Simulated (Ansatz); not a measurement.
Relaxation of AlCl$_{3}$H (5 atoms, charge 0, multiplicity 2), to a largest force component of 0.03 eV/Å in at most 50 steps.

The calculation used UKS LDA/def2-SVP (Ansatz 0.2.0).

```xyz
5
Properties=species:S:1:pos:R:3:forces:R:3
Al 0.000 0.000 -0.101 0.00 0.00 1.52
Cl 0.000 0.000 2.080 0.00 0.00 -1.45
Cl 1.802 0.000 -1.113 0.04 0.00 -0.02
Cl -1.802 0.000 -1.113 -0.04 0.00 -0.02
H 0.000 0.000 4.648 0.00 0.00 -0.02
```

**Question.** Where does it end, and by what steps?

**Answer.** The run converged. After 3 steps the energy has fallen by 0.083 eV; Cl2 moved furthest, 0.05 Å.

| step | energy less start (eV) | largest force component (eV/Å) | accepted |
| --- | --- | --- | --- |
| 0 | 0.0000 | 1.519 | yes |
| 1 | -0.0775 | 0.453 | yes |
| 2 | -0.0824 | 0.091 | yes |
| 3 | -0.0827 | 0.015 | yes |

```xyz
5
Properties=species:S:1:pos:R:3
Al 0.000 0.000 -0.051
Cl 0.000 0.000 2.026
Cl 1.795 0.000 -1.085
Cl -1.795 0.000 -1.085
H 0.000 0.000 4.595
```

Whether the end is a true minimum wasn't checked by a vibrational analysis.

Time of the run: 4.4 s on 2 threads of Arm Neoverse V1 (shared host), peak memory 0.14 GiB.
